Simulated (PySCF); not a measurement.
C2H5ClSe, SMILES C([Se]Cl)C. Atoms are numbered in the order given.

```xyz
9

Se    -0.1958     0.0637     0.7989
Cl     1.3134     1.0563    -0.4289
C     -0.5807    -1.3784    -0.4415
C     -1.2017    -0.9157    -1.7502
H     -1.2624    -2.0287     0.1338
H      0.3544    -1.9357    -0.5979
H     -0.5267    -0.2181    -2.2680
H     -2.1585    -0.4009    -1.5749
H     -1.3825    -1.7765    -2.4144
```

Geometry: ωB97X-D3(BJ)/def2-SVP. Other conformers were not sampled.

All values below come from PySCF 2.14.0 with TDA-M06-2X/def2-SVPD.

Vertical excitations. The molecule is in vacuum.

```tsv
state	energy (eV)	λ (nm)	f	main pairs
S1	2.83	438	0.000	HOMO→LUMO 97 %
S2	5.11	243	0.011	HOMO−1→LUMO 92 %
S3	5.47	227	0.001	HOMO→LUMO+1 71 %
S4	6.10	203	0.007	HOMO−2→LUMO 62 %, HOMO→LUMO+2 28 %
S5	6.23	199	0.039	HOMO→LUMO+2 60 %, HOMO−2→LUMO 21 %, HOMO→LUMO+1 12 %
S6	6.63	187	0.007	HOMO→LUMO+3 89 %
S7	6.68	185	0.028	HOMO−3→LUMO 79 %
S8	6.95	178	0.055	HOMO→LUMO+4 88 %
S9	7.22	172	0.011	HOMO→LUMO+5 53 %, HOMO→LUMO+6 19 %, HOMO→LUMO+1 13 %
S10	7.75	160	0.058	HOMO−4→LUMO 66 %, HOMO−1→LUMO+1 11 %
T1	2.15	576	0	HOMO→LUMO 96 %
T2	4.47	277	0	HOMO−1→LUMO 93 %
T3	4.94	251	0	HOMO→LUMO+1 65 %, HOMO→LUMO+5 13 %
T4	5.55	224	0	HOMO−2→LUMO 84 %
```
Triplets are in the Tamm–Dancoff approximation.
